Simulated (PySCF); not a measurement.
**Shapes and spin states of IrSCl**

All numbers come from PySCF, PBE0, basis Ir def2-SVP with ECP60, S def2-SVP, Cl def2-SVP (scalar-relativistic core potentials, no spin–orbit coupling, density fitting).

Relaxations began from a few typed shapes and spin states; open shells are unrestricted. The search is not exhaustive: other isomers or separated fragments can lie lower, and high-lying points may rest on an excited occupation.

Problem. Which is the lowest minimum found?
A. broken-symmetry Ms = 0 (⟨S²⟩ 0.49) Cs: Ir–Cl 2.204 Å, Ir–S 2.030 Å; Cl–Ir–S 157.2°
B. singlet C∞v: Ir–Cl 2.200 Å, Ir–S 2.016 Å; Cl–Ir–S 180.0°
C. singlet (closed shell, unstable to spin polarisation) Cs: Ir–Cl 2.195 Å, Ir–S 2.015 Å; Cl–Ir–S 162.7°
D. triplet Cs: Ir–Cl 2.199 Å, Ir–S 2.056 Å; Cl–Ir–S 119.2°
E. quintet C∞v: Ir–Cl 2.305 Å, Ir–S 2.151 Å; Cl–Ir–S 180.0°

Solution. A. The others lie at 3.3 (singlet Cs), 3.8 (singlet C∞v, a saddle point), 9.8 (triplet Cs), 22.8 (quintet C∞v) kJ/mol above it.

For the lowest minimum: the determinant is spin-contaminated (⟨S²⟩ = 0.49, pure value 0.00). No spin–orbit coupling is included, which matters more the heavier the element.
